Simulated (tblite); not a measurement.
C₆H₁₈BNSi.
SMILES with atom numbers: `[CH3:1][B:2]([CH3:3])[N:4]([SiH3:5])[CH2:6][CH:7]([CH3:8])[CH3:9]` (hydrogens: H10, H11, H12 on C1; H13, H14, H15 on C3; H16, H17, H18 on Si5; H19, H20 on C6; H21 on C7; H22, H23, H24 on C8; H25, H26, H27 on C9)

Computed with GFN2-xTB (tblite), gas phase: L-BFGS steps from a force-field or distance-geometry start until the largest atomic force falls under 0.01 eV/Å.

Step 36: E = -760.8293 eV
```
atom  x, y, z in Å  |  force x, y, z in eV/Å
C1      1.8059    0.1556   -1.6827   -0.002   0.000   0.081
B2      1.4900   -0.1452   -0.1454    0.113   0.170   0.046
C3      2.3376   -1.2202    0.6541    0.040  -0.053  -0.081
N4      0.5326    0.5906    0.6188   -0.083   0.055  -0.071
Si5     1.0479    1.3333    2.1059   -0.041   0.044  -0.180
C6     -0.7316    0.9643   -0.0044    0.087   0.067   0.066
C7     -1.4402   -0.2685   -0.5893    0.168   0.159   0.022
C8     -2.6238    0.1659   -1.4503    0.142  -0.076   0.125
C9     -1.9085   -1.2286    0.5030    0.119   0.103  -0.113
H10     2.8243   -0.1583   -1.9068   -0.026  -0.007  -0.074
H11     1.7363    1.2190   -1.9145   -0.035  -0.013   0.097
H12     1.1575   -0.3420   -2.4001   -0.016  -0.104   0.051
H13     3.2215   -0.7928    1.1261   -0.066   0.023  -0.006
H14     1.7266   -1.6631    1.4370    0.115  -0.015   0.097
H15     2.6845   -2.0285    0.0176    0.079  -0.061  -0.083
H16    -0.0512    2.1964    2.5289   -0.079   0.017   0.014
H17     2.2552    2.1510    1.8864   -0.062  -0.016  -0.016
H18     1.3574    0.3520    3.1336   -0.025  -0.183   0.124
H19    -1.3775    1.4240    0.7447   -0.041   0.050   0.052
H20    -0.5772    1.7049   -0.8005    0.065  -0.079  -0.051
H21    -0.6862   -0.7905   -1.1866   -0.204  -0.033  -0.149
H22    -2.3204    0.8769   -2.2196   -0.044  -0.139   0.056
H23    -3.0676   -0.7124   -1.9150   -0.073   0.137  -0.067
H24    -3.3590    0.6404   -0.8035   -0.099   0.020  -0.130
H25    -2.6095   -0.7327    1.1758    0.115  -0.096  -0.020
H26    -1.0419   -1.5835    1.0579   -0.142   0.031   0.106
H27    -2.4027   -2.0819    0.0410   -0.007  -0.003   0.105
```

Step 37: E = -760.8460 eV
```
atom  x, y, z in Å  |  force x, y, z in eV/Å
C1      1.7937    0.1409   -1.6853   -0.013   0.025   0.112
B2      1.4849   -0.1491   -0.1426    0.053   0.196  -0.018
C3      2.3462   -1.2160    0.6489    0.025  -0.028  -0.064
N4      0.5288    0.5898    0.6204   -0.070   0.101  -0.042
Si5     1.0357    1.3176    2.1238   -0.025  -0.003  -0.251
C6     -0.7286    0.9756   -0.0163    0.135   0.101   0.115
C7     -1.4429   -0.2560   -0.5906    0.186   0.161   0.026
C8     -2.6284    0.1658   -1.4510    0.100  -0.013   0.088
C9     -1.8953   -1.2128    0.5100    0.090   0.032  -0.115
H10     2.8141   -0.1725   -1.9028   -0.033   0.019  -0.091
H11     1.7218    1.2068   -1.9139   -0.034  -0.095   0.050
H12     1.1498   -0.3673   -2.4022    0.014  -0.034   0.093
H13     3.2268   -0.7713    1.1098   -0.037   0.004   0.018
H14     1.7449   -1.6574    1.4404    0.148  -0.055   0.075
H15     2.6996   -2.0190    0.0077    0.047  -0.050  -0.026
H16    -0.0743    2.1701    2.5441   -0.045   0.006   0.016
H17     2.2491    2.1371    1.9134   -0.134  -0.051   0.002
H18     1.3477    0.3233    3.1446   -0.052  -0.122   0.060
H19    -1.3800    1.4467    0.7215    0.007   0.080   0.054
H20    -0.5552    1.7042   -0.8214    0.040  -0.098   0.008
H21    -0.6902   -0.7669   -1.1968   -0.195  -0.133  -0.124
H22    -2.3217    0.8621   -2.2319   -0.047  -0.126   0.030
H23    -3.0775   -0.7170   -1.9009   -0.064   0.116  -0.072
H24    -3.3636    0.6569   -0.8182   -0.103   0.018  -0.078
H25    -2.6088   -0.7368    1.1857    0.163  -0.038  -0.069
H26    -1.0227   -1.5525    1.0640   -0.129   0.035   0.116
H27    -2.3736   -2.0760    0.0518   -0.026  -0.048   0.086
```

Step 38: E = -760.8614 eV
```
atom  x, y, z in Å  |  force x, y, z in eV/Å
C1      1.7815    0.1263   -1.6879   -0.005   0.038   0.101
B2      1.4823   -0.1471   -0.1403   -0.011   0.125  -0.071
C3      2.3535   -1.2112    0.6429    0.010   0.003  -0.017
N4      0.5254    0.5929    0.6200   -0.003   0.123   0.004
Si5     1.0230    1.3008    2.1386   -0.017  -0.055  -0.206
C6     -0.7242    0.9895   -0.0260    0.126   0.096   0.110
C7     -1.4418   -0.2414   -0.5914    0.119   0.089   0.014
C8     -2.6308    0.1653   -1.4498    0.000   0.064   0.021
C9     -1.8802   -1.1969    0.5143    0.043  -0.054  -0.066
H10     2.8027   -0.1869   -1.9019   -0.025   0.040  -0.095
H11     1.7077    1.1926   -1.9170   -0.038  -0.131  -0.003
H12     1.1430   -0.3934   -2.4042    0.027   0.030   0.148
H13     3.2292   -0.7506    1.0955    0.017  -0.004   0.029
H14     1.7650   -1.6502    1.4462    0.157  -0.085   0.024
H15     2.7142   -2.0114   -0.0004    0.003  -0.013   0.028
H16    -0.0967    2.1425    2.5615   -0.008  -0.012   0.011
H17     2.2399    2.1227    1.9422   -0.171  -0.067   0.011
H18     1.3362    0.2911    3.1546   -0.088  -0.032  -0.037
H19    -1.3816    1.4709    0.7012    0.065   0.095   0.040
H20    -0.5347    1.7034   -0.8411    0.017  -0.077   0.051
H21    -0.6971   -0.7478   -1.2083   -0.139  -0.189  -0.097
H22    -2.3253    0.8439   -2.2449   -0.022  -0.080  -0.005
H23    -3.0892   -0.7189   -1.8873   -0.030   0.075  -0.046
H24    -3.3676    0.6737   -0.8335   -0.092   0.017  -0.017
H25    -2.6046   -0.7410    1.1919    0.169   0.042  -0.093
H26    -1.0055   -1.5208    1.0727   -0.083   0.029   0.116
H27    -2.3443   -2.0717    0.0646   -0.019  -0.065   0.045
```

Task: Estimate the geometry and energy of step 39. (The exact step hangs on the optimiser's Hessian estimate; all steps are aligned on step 38, rigid shifts and turns removed.)

Result: E = -760.8731 eV, largest force 0.206 eV/Å
```
atom  x, y, z in Å  |  force x, y, z in eV/Å
C1      1.7716    0.1151   -1.6895    0.020   0.038   0.056
B2      1.4810   -0.1412   -0.1396   -0.044  -0.002  -0.075
C3      2.3582   -1.2063    0.6380    0.008   0.026   0.032
N4      0.5233    0.5987    0.6184    0.076   0.106   0.026
Si5     1.0125    1.2857    2.1473   -0.023  -0.075  -0.077
C6     -0.7193    1.0027   -0.0313    0.065   0.045   0.053
C7     -1.4384   -0.2287   -0.5919    0.010  -0.015  -0.011
C8     -2.6318    0.1657   -1.4482   -0.088   0.104  -0.034
C9     -1.8669   -1.1855    0.5154    0.010  -0.105  -0.002
H10     2.7927   -0.1979   -1.9034   -0.001   0.047  -0.087
H11     1.6966    1.1791   -1.9237   -0.044  -0.099  -0.040
H12     1.1383   -0.4131   -2.4052    0.010   0.054   0.183
H13     3.2298   -0.7352    1.0862    0.067   0.001   0.023
H14     1.7834   -1.6450    1.4523    0.133  -0.094  -0.025
H15     2.7248   -2.0063   -0.0044   -0.034   0.031   0.056
H16    -0.1130    2.1190    2.5770    0.016  -0.027   0.002
H17     2.2287    2.1102    1.9669   -0.157  -0.058   0.006
H18     1.3253    0.2645    3.1607   -0.114   0.034  -0.113
H19    -1.3810    1.4927    0.6877    0.108   0.088   0.020
H20    -0.5196    1.7027   -0.8548    0.005  -0.027   0.060
H21    -0.7044   -0.7385   -1.2173   -0.074  -0.177  -0.074
H22    -2.3303    0.8277   -2.2569    0.012  -0.023  -0.029
H23    -3.0993   -0.7186   -1.8768    0.009   0.039  -0.003
H24    -3.3701    0.6871   -0.8449   -0.073   0.019   0.029
H25    -2.5977   -0.7430    1.1930    0.127   0.111  -0.081
H26    -0.9930   -1.4948    1.0813   -0.033   0.012   0.103
H27    -2.3213   -2.0707    0.0759    0.005  -0.052   0.003
```

The energy changes by -0.0117 eV. The first-order estimate −F·Δx gives -0.0166 eV and the mean of the old and new forces, exact on a quadratic surface, -0.0117 eV. The step makes an angle of 76° with the force vector and moves no atom by more than 0.032 Å.

The cost below is that of the whole relaxation. The run took 3.6 s wall on an Arm Neoverse N1 with one thread, no GPU, shared host with 64 logical CPUs at a one-minute load of 60.
